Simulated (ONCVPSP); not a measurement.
**Building the ONCV potential for scandium (Sc) (PW91, scalar-relativistic).**

```json
{
 "Element": "scandium",
 "Generator": "ONCVPSP 4.0.1",
 "Type": "optimised norm-conserving Vanderbilt (ONCV)",
 "Functional": "PW91",
 "Relativity": "scalar-relativistic",
 "Frozen core": "[Ne]",
 "Valence charge": "11",
 "Reference configuration": "3s2 3p6 3d1 4s2",
 "Partial waves": "3s+4s: rc 1.80 bohr, ncon 4, nbas 7, qcut 7.1 1/bohr, 2 projectors; 3p: rc 1.80 bohr, ncon 3, nbas 7, qcut 7.5 1/bohr, 2 projectors, debl 3.8 Ha; 3d: rc 2.85 bohr, ncon 3, nbas 8, qcut 4.6 1/bohr, 3 projectors, debl 2 Ha",
 "Local potential": "polynomial inside 1.65 bohr (lpopt 5, dvloc0 0 Ha)",
 "Core correction": "polynomial model core, fcfact 0.65"
}
```

* Cutoffs needed: 17 Ha and 21 Ha (the cutoffs (Ha) at which the residual kinetic energy of the hardest occupied pseudo-wave falls to 1 and 0.1 mHa per electron) The cutoffs count occupied waves only; projector 3 of the d channel, the hardest unoccupied one, needs 51 Ha at the loose tolerance.
* Ghost test: no bound ghost flagged; no localised positive-energy state flagged
* Configuration tests: 1 of 4 tests not solved or not reliable
* rms error of d²Exc/dni dnj: 3.61 mHa without and 3.23 mHa with the model core
